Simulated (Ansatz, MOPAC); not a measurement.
Species: 2-methylpropane-1-selenol, C4H10Se, net charge 0, singlet state. SMILES: CC(C[SeH])C
Geometry: optimised at B3LYP-D3(BJ)/def2-TZVP (Ansatz, an electronic-structure program).

Quantity: vertical ionisation energy to the doublet, in eV. Set-up: LANL2DZ with its own core potentials from Na on; UHF or UKS for open shells; each state is the SCF solution reached for its charge and spin; PM7 with its own dispersion and hydrogen-bond terms; non-relativistic; dispersion terms only where a functional's name holds one; spin-orbit terms left out; 6-31G* and kin with 6d, 5d where marked; valence correlation only (noble-gas shells and the d and f shells of earlier blocks). Ab initio and DFT rows: single points at B3LYP-D3(BJ) geometries (Ansatz). Semi-empirical rows: differences of heats of formation at the shared geometry for vertical values.

| level | program | vertical ionisation energy to the doublet (eV) |
|---|---|---|
| AM1 | MOPAC | 7.40 |
| PM6 | MOPAC | 8.23 |
| PM7 | MOPAC | 7.97 |
| HF/6-31G* | Ansatz | 7.67 |
| PBE/6-31G* with LANL2DZ past Ar | Ansatz | 8.53 |
| B3LYP/6-31G* | Ansatz | 8.61 |
| B3LYP/6-31G* with LANL2DZ past Ar | Ansatz | 8.70 |
| MP2/6-31G* | Ansatz | 8.35 |
| wB97M-V/def2-TZVPD | Ansatz | 8.69 |

No value to compare with is used here. The 8 habitual levels span 7.40 (AM1) to 8.70 eV (B3LYP/6-31G* with LANL2DZ past Ar); wB97M-V/def2-TZVPD gives 8.69.

The levels are drawn from those run, B3LYP/6-31G* more often than the rest, none by its result; left out are runs that failed, that the program found above a lower state of the same kind, or whose <S^2> lies over 0.5 above the pure value.
